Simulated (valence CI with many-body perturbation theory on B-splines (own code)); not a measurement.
## Pd15+: key properties

Calculated by relativistic CI+MBPT: three valence electrons over a frozen Dirac-Fock core [Ar] 3d10, radial functions for each j: 9 s, 9 p, 8 d, 6 f, 3 g, 1 h, with the one-electron correlation potential Σ1 (screened to all orders), the two-electron term Σ2, the three-electron term Σ3, Breit, model QED; selected single and double excitations, second order for the rest, scaled by the run's own slope (own B-spline code, finite nucleus).

No measured spectrum was set against this ion. As an estimate, levels hold to about 250 cm⁻¹ or 0.2 % of their energy and the worst to 1 %, as in measured heavy ions of charge 2 to 7; those with d or f electrons hold less well.

Names give the largest LS component (configuration and term), which can be under half, so a name can repeat, a term be missing and a line seem to break the LS rules; names also repeat where a configuration has a term twice.

Rates and lifetimes use the calculated energies. Strong lines usually hold to 10 to 20 %, long lifetimes can be off by a factor of two.

Problem. What is the ground level?

Solution. 4s2 4p 2P°_1/2, composition 98 % 4s2 4p 2P°, g = 0.665.

Problem. How is the term 2P° of the ground level split?

Solution. J = 1/2 at 0, J = 3/2 at 52586 cm⁻¹.

Problem. What are the static dipole polarisabilities of the lowest levels?

Solution. 4s2 4p 2P°_1/2 0.499; 4s2 4p 2P°_3/2 0.515 (tensor 0.044) bohr³, of which the core gives 0.0311.

Problem. What is the ionisation energy?

Solution. 369.91 eV; NIST lists 369.1 ± 0.15 eV (semi-empirical).

Problem. Among levels below 910950 cm⁻¹, which E1 lines absorb most strongly from the ground level?

Solution. to 4s2 4d 2D_3/2 at 17.73 nm, f = 0.948; to 4s 4p2 2P_1/2 at 25.62 nm, f = 0.471; to 4s 4p2 2D_3/2 at 28.17 nm, f = 0.269.
